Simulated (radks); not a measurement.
The numbers below are computed, except where a source is named.
Effect of the nuclear size on neutral molybdenum, [Kr] 4d5 5s1. Code: a radial shooting solver on a logarithmic mesh with Libxc functionals. Model: Dirac Kohn-Sham, LDA (Slater exchange, Perdew-Wang correlation), spin-unpolarised, spherical densities, finite nucleus; open shells are shared between the two j in proportion to 2j + 1; Fermi nuclear charge, rms radius 4.4091 fm. The rms radius is varied about that value; shifts are against it.

rms radius (fm),total energy shift (eV),density at nucleus (e/bohr^3),1s1/2 shift (meV),2s1/2 shift (meV),4p1/2 shift (meV)
3.5449,-0.526,9.263e+04,-222,-23.8,0.059
4.1137,-0.191,9.114e+04,-80.8,-8.65,0.021
4.4091,0,9.046e+04,0.000,0.000,0.000
4.559,0.102,9.014e+04,42.9,4.59,-0.011
4.8676,0.320,8.95e+04,135,14.5,-0.036

Slopes of the eigenvalues against <r^2> in GHz/fm^2, as finite differences over the two radii next to the reference (eigenvalue slopes, not the field-shift constants of lines): 1s1/2 7750, 2s1/2 829, 4p1/2 -2.05.
